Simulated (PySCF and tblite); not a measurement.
Values are calculated unless marked as measured or tabulated.
C₇H₁₄N₂, numbered as in [CH2:1]=[CH:2]/[C:3](=[CH:4]\[N:5]([CH3:6])[CH3:7])[CH2:8][NH2:9].

Geometries GFN2-xTB; weights from PBE0-D3(BJ)/6-31G* energies and GFN2-xTB thermal corrections, with symmetry numbers and mirror pairs. Conformers within 3 kcal/mol (GFN2-xTB free energy) were kept, 10 at most. Programs: PySCF with density fitting and tblite.

Rotational constants are equilibrium values for the commonest isotopes; dipoles come from the energy level named.

Torsions listed: C1–C2–C3–C8, C3–C4–N5–C6, C2–C3–C8–N9, C3–C8–N9–H9. Of a mirror pair one member is shown.

```
conformer                     shape   symmetry
        1       21°, 39°, 62°, -59°  C1 (pair)
        2    21°, -171°, -79°, -59°  C1 (pair)
        3  -21°, -36°, -155°, -178°  C1 (pair)
        4     -16°, 171°, 90°, -59°  C1 (pair)
        5   -18°, -47°, -166°, -62°  C1 (pair)
        6       19°, 36°, 68°, -54°  C1 (pair)
```

Not shown: 4 more, 5.2 % in all.

(1) Give the rotational constants and dipole components, as needed to look for these species in a jet-cooled rotational spectrum.

(2) Which type of transition is strongest for conformer 1?

## Answers

(1) 
```csv
conformer,A (MHz),B (MHz),C (MHz),abs μa (D),abs μb (D),abs μc (D),κ,Ic−Ia−Ib (u Å²)
1,2663,962,752,3.22,0.49,0.39,-0.78,-43.1
2,2554,982,795,2.15,1.65,0.43,-0.79,-77.0
3,2018,1149,760,0.99,0.59,0.35,-0.38,-25.7
4,2412,998,791,3.33,0.47,0.81,-0.74,-77.1
5,2016,1132,764,2.85,0.22,0.29,-0.41,-35.6
6,2636,970,754,1.70,0.38,0.95,-0.77,-42.7
```

(2) a-type, since that component is clearly the largest; the top is asymmetric (κ = -0.78).
